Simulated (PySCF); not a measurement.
CH₄Cl₂OSi₂, SMILES O1[SiH2][Si](Cl)(C1)Cl. Atoms are numbered in the order given.

```xyz
10

Cl     1.4984     0.1124     1.6725
Si     0.2951    -0.0152     0.0000
Cl     1.4984     0.1124    -1.6725
C     -0.9233    -1.4969     0.0000
O     -2.1560    -0.7678     0.0000
Si    -1.8465     0.9014     0.0000
H     -0.8487    -2.1389    -0.8943
H     -0.8487    -2.1389     0.8943
H     -2.3700     1.5876     1.2167
H     -2.3700     1.5876    -1.2167
```
Charge 0, spin multiplicity 1.

Coordinates come from a PBE0-D3(BJ)/def2-SVP optimisation. This is a generated structure with no PubChem entry under its InChIKey; it may be hypothetical.

Two levels are set side by side: PBE/pcSseg-1 (PySCF) and B3LYP/pcSseg-1 (PySCF). GIAO shifts against H2O (¹⁷O), HCl (³⁵Cl), TMS (²⁹Si), TMS (¹H), TMS (¹³C) at the same level; non-relativistic, no solvent, atoms listed together averaged. Without spin–orbit terms, shifts of atoms bonded to Cl or Br come out too high at both levels. Differences are taken from unrounded values.

```json
[
 {"quantity": "δ(³⁵Cl) of Cl1, Cl3 (ppm)", "B3LYP": "109.4"},
 {"quantity": "δ(²⁹Si) of Si2 (ppm)", "B3LYP": "64.8"},
 {"quantity": "δ(¹³C) of C4 (ppm)", "B3LYP": "89.4"},
 {"quantity": "δ(¹⁷O) of O5 (ppm)", "B3LYP": "40.6"},
 {"quantity": "δ(²⁹Si) of Si6 (ppm)", "B3LYP": "33.5"},
 {"quantity": "δ(¹H) of H7, H8 (ppm)", "B3LYP": "5.08"},
 {"quantity": "δ(¹H) of H9, H10 (ppm)", "B3LYP": "5.94"}
]
```

**Question.** What does PBE give, and how far is it from B3LYP? (An estimate is asked for; the answer gives what the named calculation found.)

**Answer.** 
| quantity | PBE | PBE minus B3LYP |
|---|---|---|
| δ(³⁵Cl) of Cl1, Cl3 (ppm) | 138.2 | 28.7 |
| δ(²⁹Si) of Si2 (ppm) | 60.7 | -4.1 |
| δ(¹³C) of C4 (ppm) | 92.7 | 3.3 |
| δ(¹⁷O) of O5 (ppm) | 48.1 | 7.5 |
| δ(²⁹Si) of Si6 (ppm) | 39.2 | 5.7 |
| δ(¹H) of H7, H8 (ppm) | 5.33 | 0.25 |
| δ(¹H) of H9, H10 (ppm) | 6.35 | 0.41 |

Rough cost on one machine, each run with all the roots and properties that it gave: B3LYP against PBE within a factor of 2.
